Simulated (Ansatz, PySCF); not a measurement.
Molecule: Si2N2H9, net charge 1, singlet state. SMILES: [NH3+][SiH2]N[SiH3]
Geometry from a B3LYP-D3(BJ)/def2-TZVP (Ansatz, a program for electronic structure) optimisation:
```xyz
13

N      2.2345    -0.0077    -0.2829
Si     0.7461     0.4229     0.8691
N     -0.5528    -0.5297     0.4015
Si    -1.7754    -0.1630    -0.8324
H      2.4859    -0.9963    -0.2219
H      2.0127     0.1825    -1.2623
H      3.0721     0.5331    -0.0540
H      0.6191     1.8478     0.5499
H      1.3315     0.0852     2.1713
H     -0.7141    -1.3715     0.9430
H     -1.2293     1.0294    -1.5161
H     -1.8655    -1.3074    -1.7574
H     -3.0730     0.1203    -0.1969
```
Charge +1, spin multiplicity 1.

Unscaled harmonic wavenumbers (cm⁻¹) in rising order, each level at the stationary point that it reaches from this structure (no distance between atoms moves by over 0.3 Å); the order of modes can differ between levels, and a negative number is imaginary. B3LYP-D3(BJ)/def2-TZVP (PySCF, at the structure above): 55, 91, 131, 200, 240, 458, 519, 538, 615, 674, 713, 764, 828, 895, 911, 945, 948, 955, 970, 1025, 1224, 1399, 1643, 1648, 2245, 2271, 2284, 2304, 2330, 3395, 3480, 3487, 3540.

HF/3-21G (Ansatz): 54, 83, 94, 227, 257, 545, 579, 613, 651, 726, 821, 875, 894, 970, 1003, 1007, 1015, 1035, 1040, 1109, 1424, 1616, 1831, 1837, 2298, 2324, 2340, 2386, 2404, 3527, 3615, 3619, 3685. Zero-point energy 66.5 against 62.5 kcal/mol; where all levels lie over 400 cm⁻¹, the wavenumbers are on average 1.084 times those of B3LYP-D3(BJ)/def2-TZVP.

HF/6-31G* (Ansatz): 60, 85, 113, 213, 248, 496, 552, 571, 640, 727, 781, 836, 890, 971, 986, 1013, 1030, 1032, 1054, 1101, 1365, 1581, 1808, 1812, 2413, 2437, 2448, 2490, 2512, 3623, 3730, 3734, 3755. Zero-point energy 67.3 against 62.5 kcal/mol; where all levels lie over 400 cm⁻¹, the wavenumbers are on average 1.080 times those of B3LYP-D3(BJ)/def2-TZVP.
